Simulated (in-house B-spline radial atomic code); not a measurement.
Ionisation energies along the 39-electron series, configuration 1s2 2s2 2p6 3s2 3p6 3d10 4s2 4p6 4d3/2(3), as differences of self-consistent energies. Dirac energy differences include first-order Breit, QED and recoil terms. NIST's values go from ground level to ground level; the uncertainty of those that are theory runs from under 0.1 % in few-electron ions to several per cent in heavy many-electron ones. Computed with a B-spline radial code for spherical atoms: Dirac-Hartree-Fock, jj configuration that fills j = l - 1/2 first, finite nuclei.

A number in brackets counts the electrons of a j subshell.

```tsv
ion	configuration after	ionisation energy (eV)	IE/(q+1)² (eV)	-ε less Coulomb ΔSCF (eV)	Breit and QED recoil part (eV)	tabulated value (eV)	tabulated kind	computed minus tabulated (eV)
Nb2+	[Kr] 4d3/2(2)	23.66	2.6287	0.76347	0.0081429	25.04	semi-empirical	-1.38
Mo3+	[Kr] 4d3/2(2)	38.54	2.4087	0.76081	0.0081507	40.33	semi-empirical	-1.79
Tc4+	[Kr] 4d3/2(2)	55.69	2.2277	0.76915	0.0067026	57	tabulated theory	-1.31
Ru5+	[Kr] 4d3/2(2)	74.96	2.0823	0.78056	0.0039423	76	tabulated theory	-1.04
Rh6+	[Kr] 4d3/2(2)	96.25	1.9644	0.79264	-8.7033e-05	97	tabulated theory	-0.75
Pd7+	[Kr] 4d3/2(2)	119.51	1.8673	0.80462	-0.0053901	120	tabulated theory	-0.49
Ag8+	[Kr] 4d3/2(2)	144.68	1.7862	0.81623	-0.011999	145.1	tabulated theory	-0.42
Cd9+	[Kr] 4d3/2(2)	171.74	1.7174	0.8274	-0.019949	173	tabulated theory	-1.26
In10+	[Kr] 4d3/2(2)	200.66	1.6584	0.83812	-0.029303	201	tabulated theory	-0.34
Sn11+	[Kr] 4d3/2(2)	231.43	1.6072	0.8484	-0.040105	232	tabulated theory	-0.57
```
